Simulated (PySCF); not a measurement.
Species: C4H9B.
Z-matrix (Å and degrees, PBE0-D3(BJ)/def2-SVP geometry), rows numbered from 1:
```
C 
C   1  1.3446
B   2  1.5506  1  121.37
C   3  1.5653  2  122.12  1  -179.26
C   4  1.5227  3  117.97  2  -171.18
H   1  1.0964  2  123.02  3  -179.48
H   1  1.0959  2  120.59  3     0.34
H   2  1.0990  1  117.60  3   179.51
H   3  1.2176  2  117.05  1    -1.11
H   4  1.1069  3  109.18  2   -42.60
H   4  1.1123  3  103.74  2    66.44
H   5  1.1015  4  111.21  3    62.88
H   5  1.1013  4  111.21  3   -56.01
H   5  1.1014  4  112.52  3  -176.71
```

Computed with PBE0-D3(BJ)/def2-SVP geometry optimisation, gas phase (PySCF).

Take the most abundant isotopes and a rigid rotor. The values belong to one conformer with, in the numbering `[CH2:1]=[CH:2][BH:3][CH2:4][CH3:5]`, C1–C2–B3–C4 -179°, C2–B3–C4–C5 -171°.

(1) What are A, B and C (GHz)?

(2) Classify the top.

(3) Is it planar, by Δ = Ic − Ia − Ib?

(4) Give the coordinates in the principal-axis frame, origin at the centre of mass.

(5) List the rotational levels J(Ka,Kc) to J = 5 (MHz).

(6) Predict some low-J microwave lines.

## Answers

(1) Ia = 22.61, Ib = 259.62, Ic = 275.61 u·Å²; 505379 MHz·u·Å²/I gives 22347, 1947 and 1834 MHz, that is A = 22.347, B = 1.9466, C = 1.8337 GHz.

(2) A near-prolate asymmetric top. Ray's parameter κ = (2B − A − C)/(A − C) = -0.989; −1 is the prolate and +1 the oblate limit.

(3) Not planar: Δ = Ic − Ia − Ib = -6.62 u·Å². For a rigid frame Δ = −2 Σ m c², so Σ m c² = 3.31 u·Å² lies off the ab plane: 3.18 from hydrogen and 0.13 from heavier atoms. The atom farthest from that plane is 1.02 Å away.

(4) The sense of each axis is arbitrary; atoms in the order of the calculation.
| atom | mass (u) | a (Å) | b (Å) | c (Å) |
| --- | --- | --- | --- | --- |
| C1 | 12.000 | 2.603 | 0.285 | -0.017 |
| C2 | 12.000 | 1.452 | -0.410 | -0.032 |
| B3 | 11.009 | 0.077 | 0.302 | 0.055 |
| C4 | 12.000 | -1.272 | -0.491 | 0.056 |
| C5 | 12.000 | -2.567 | 0.303 | -0.062 |
| H6 | 1.008 | 3.588 | -0.189 | -0.085 |
| H7 | 1.008 | 2.593 | 1.378 | 0.063 |
| H8 | 1.008 | 1.519 | -1.504 | -0.116 |
| H9 | 1.008 | 0.088 | 1.516 | 0.158 |
| H10 | 1.008 | -1.221 | -1.297 | -0.700 |
| H11 | 1.008 | -1.248 | -1.051 | 1.017 |
| H12 | 1.008 | -2.620 | 0.838 | -1.023 |
| H13 | 1.008 | -2.642 | 1.063 | 0.731 |
| H14 | 1.008 | -3.461 | -0.337 | 0.007 |

(5) Above 0(0,0):
J = 1: 1(0,1) 3780, 1(1,1) 24181, 1(1,0) 24294
J = 2: 2(0,2) 11340, 2(1,2) 31629, 2(1,1) 31968, 2(2,1) 93170, 2(2,0) 93170
J = 3: 3(0,3) 22679, 3(1,3) 42800, 3(1,2) 43477, 3(2,2) 104511, 3(2,1) 104513, 3(3,1) 206797, 3(3,0) 206797
J = 4: 4(0,4) 37796, 4(1,4) 57694, 4(1,3) 58824, 4(2,3) 119631, 4(2,2) 119638, 4(3,2) 221919, 4(3,1) 221919, 4(4,1) 365119, 4(4,0) 365119
J = 5: 5(0,5) 56688, 5(1,5) 76311, 5(1,4) 78005, 5(2,4) 138532, 5(2,3) 138548, 5(3,3) 240822, 5(3,2) 240822, 5(4,2) 384022, 5(4,1) 384022, 5(5,1) 568136, 5(5,0) 568136
Those of J = 1 are B + C, A + C and A + B.

(6) The dipole components are |μa| = 0.63 D, |μb| = 0.53 D, |μc| = 0.01 D. The squared components, which scale the intensities, stand as 1.00 : 0.72 : 0.00 (a : b : c). Some lines, for components of 0.1 D or more:

| type | branch | J(Ka,Kc) | MHz | lower level (cm⁻¹) |
| --- | --- | --- | --- | --- |
| a | Q | 2(1,1) ← 2(1,2) | 339 | 1.055 |
| a | R | 2(1,2) ← 1(1,1) | 7448 | 0.807 |
| a | R | 2(1,1) ← 1(1,0) | 7673 | 0.810 |
| a | R | 4(0,4) ← 3(0,3) | 15116 | 0.756 |
| a | R | 4(2,2) ← 3(2,1) | 15125 | 3.486 |
| b | Q | 3(1,2) ← 3(0,3) | 20798 | 0.756 |
| b | R | 1(1,1) ← 0(0,0) | 24181 | 0.000 |
| b | R | 3(1,3) ← 2(0,2) | 31459 | 0.378 |
| b | Q | 2(2,1) ← 2(1,2) | 61541 | 1.055 |
| b | R | 3(2,2) ← 2(1,1) | 72543 | 1.066 |
| b | R | 3(2,1) ← 2(1,2) | 72884 | 1.055 |
| b | Q | 4(3,1) ← 4(2,2) | 102281 | 3.991 |
| b | R | 3(3,1) ← 2(2,0) | 113627 | 3.108 |
| b | R | 3(3,0) ← 2(2,1) | 113627 | 3.108 |

PBE0-D3(BJ)/def2-SVP frequencies: not computed here. No vibrational averaging or centrifugal distortion is included, and the geometry carries the error of its method. A rigid rotor knows nothing of internal rotation, which can split or shift real lines. Quadrupole hyperfine structure (11B) is left out.

Hardware: an Arm Neoverse V1 with one thread, shared host with 32 logical CPUs at a one-minute load of 14. That covers the optimisation of the geometry.
